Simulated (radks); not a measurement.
Te II, configuration [Kr] 4d10 5s2 5p3. All-electron calculation, scalar-relativistic Kohn-Sham, PBE, spin-unpolarised, spherical densities, finite nucleus; Fermi nuclear charge, rms radius 4.7423 fm. Program: a radial shooting solver on a logarithmic mesh with Libxc functionals.

Normalised radial functions P(r) = r R(r), r in bohr:

| r | 4d | 5p | 6s |
|---|---|---|---|
| 0.001539 | 0.0000 | 0.0008 | 0.0121 |
| 0.001806 | 0.0000 | 0.0010 | 0.0139 |
| 0.002103 | 0.0000 | 0.0013 | 0.0157 |
| 0.002448 | 0.0000 | 0.0017 | 0.0177 |
| 0.002872 | 0.0001 | 0.0023 | 0.0201 |
| 0.003344 | 0.0001 | 0.0030 | 0.0225 |
| 0.003893 | 0.0001 | 0.0039 | 0.0250 |
| 0.004568 | 0.0002 | 0.0051 | 0.0279 |
| 0.005318 | 0.0003 | 0.0067 | 0.0307 |
| 0.006241 | 0.0005 | 0.0088 | 0.0337 |
| 0.007266 | 0.0007 | 0.0114 | 0.0364 |
| 0.008459 | 0.0011 | 0.0148 | 0.0388 |
| 0.009926 | 0.0016 | 0.0192 | 0.0409 |
| 0.01156 | 0.0025 | 0.0246 | 0.0421 |
| 0.01345 | 0.0038 | 0.0312 | 0.0423 |
| 0.01579 | 0.0058 | 0.0399 | 0.0411 |
| 0.01838 | 0.0087 | 0.0497 | 0.0381 |
| 0.02157 | 0.0132 | 0.0621 | 0.0326 |
| 0.02511 | 0.0194 | 0.0755 | 0.0249 |
| 0.02923 | 0.0284 | 0.0903 | 0.0145 |
| 0.0343 | 0.0419 | 0.1066 | 0.0008 |
| 0.03993 | 0.0600 | 0.1218 | -0.0143 |
| 0.04686 | 0.0862 | 0.1353 | -0.0315 |
| 0.05455 | 0.1195 | 0.1436 | -0.0473 |
| 0.06351 | 0.1628 | 0.1444 | -0.0604 |
| 0.07453 | 0.2201 | 0.1337 | -0.0682 |
| 0.08676 | 0.2856 | 0.1096 | -0.0673 |
| 0.101 | 0.3600 | 0.0702 | -0.0558 |
| 0.1185 | 0.4426 | 0.0128 | -0.0316 |
| 0.138 | 0.5163 | -0.0526 | 0.0014 |
| 0.1619 | 0.5753 | -0.1236 | 0.0413 |
| 0.1885 | 0.5978 | -0.1806 | 0.0762 |
| 0.2195 | 0.5708 | -0.2126 | 0.0987 |
| 0.2575 | 0.4732 | -0.2046 | 0.0990 |
| 0.2998 | 0.3074 | -0.1495 | 0.0721 |
| 0.349 | 0.0749 | -0.0508 | 0.0204 |
| 0.4096 | -0.2213 | 0.0833 | -0.0491 |
| 0.4768 | -0.5179 | 0.2111 | -0.1113 |
| 0.5596 | -0.8012 | 0.3092 | -0.1505 |
| 0.6514 | -1.0005 | 0.3364 | -0.1461 |
| 0.7584 | -1.1016 | 0.2818 | -0.0956 |
| 0.89 | -1.0928 | 0.1396 | -0.0024 |
| 1.036 | -0.9899 | -0.0528 | 0.1027 |
| 1.216 | -0.8158 | -0.2773 | 0.2008 |
| 1.415 | -0.6250 | -0.4735 | 0.2561 |
| 1.648 | -0.4415 | -0.6223 | 0.2568 |
| 1.934 | -0.2793 | -0.7071 | 0.1918 |
| 2.251 | -0.1641 | -0.7119 | 0.0739 |
| 2.621 | -0.0866 | -0.6494 | -0.0801 |
| 3.075 | -0.0387 | -0.5319 | -0.2506 |
| 3.58 | -0.0156 | -0.3989 | -0.3895 |
| 4.201 | -0.0050 | -0.2650 | -0.4842 |
| 4.891 | -0.0014 | -0.1608 | -0.5091 |
| 5.694 | -0.0003 | -0.0861 | -0.4685 |
| 6.682 | -0.0001 | -0.0380 | -0.3733 |
| 7.779 | 0.0000 | -0.0148 | -0.2635 |
| 9.056 | 0.0000 | -0.0047 | -0.1631 |
| 10.63 | 0.0000 | -0.0011 | -0.0846 |
| 12.37 | 0.0000 | -0.0002 | -0.0386 |
| 14.52 | 0.0000 | 0.0000 | -0.0140 |
| 16.9 | 0.0000 | 0.0000 | -0.0043 |

4d: eigenvalue -50.677 eV, 1 radial node at r = 0.364 bohr, <r> = 0.970 bohr, 90 % of the charge inside 1.49 bohr. 5p: eigenvalue -13.683 eV, 3 radial nodes at r = 0.122, 0.372, 0.996 bohr, <r> = 2.48 bohr, 90 % of the charge inside 3.68 bohr. 6s (empty): eigenvalue -4.951 eV, 5 radial nodes at r = 0.0346, 0.137, 0.367, 0.893, 2.43 bohr, <r> = 5.31 bohr, 90 % of the charge inside 7.63 bohr.
